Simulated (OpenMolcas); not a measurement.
Co2+ among 6 point charges of -1.2 e arranged as an octahedron (Oh), 1.96 Å from the ion.

```
Program             : OpenMolcas 26.06
Method              : CASSCF
Basis               : ANO-RCC-VDZP [5s4p2d1f]
Scalar Hamiltonian  : DKH2, point nucleus
Active space        : 7 electrons in 5 orbitals (3d)
State averaging     : 2S+1 = 4 even, 10 roots; 2S+1 = 2 even, 40 roots
Spin-orbit coupling : RASSI with atomic mean-field integrals over the reference wave functions
```

Question: What is the spin-free ground state (labels of O, the rotations of Oh)?

Answer: 4T1, 3-fold in its orbital part, 100 % from free-ion F terms; it has the highest spin that d7 allows.

Question: Where is the first state of the same spin?

Answer: 4T2 at 2870 cm-1 above the ground state.

Question: What are the lowest two levels with spin-orbit coupling?

Answer: A 2-fold level Γ6 with g = 4.68, 4.68, 4.68, then a 4-fold level Γ8 336.1 cm-1 above it. Their leading multiplicities are 4 (100 %) and 4 (100 %).

Question: What is χT at 300 K, and how does it compare with the textbook value?

Answer: The lowest level has 2S+1 = 4, for which the spin-only value is χT = S(S+1) / 2 = 1.875 cm3 K/mol (g = 2). The computed 4.044 at 300 K differs by +2.169, through orbital momentum, spin-orbit coupling and any other state in reach. With a threefold ground state the orbital momentum is unquenched, so the spin-only value is not expected to hold.

Question: Which ligand-field parameters describe the states?

Answer: A least-squares ligand-field fit to the states below 45000 cm-1, each weighted by its degeneracy and with a free common offset, gives 10Dq = 3152 cm-1, B = 1232 cm-1 and C = 4521 cm-1 (C/B = 3.67), with an rms deviation of 141 cm-1. 

An orbital triplet at a regular site is open to Jahn-Teller coupling, which can distort the site and quench the lowest spin-orbit gaps and is left out. Without dynamic correlation the repulsion within the d shell is too large (B by tens of per cent), so at a given field states of lower spin stand too high. This is an electrostatic model: the charges have no orbitals. No measured value stands beside these numbers.
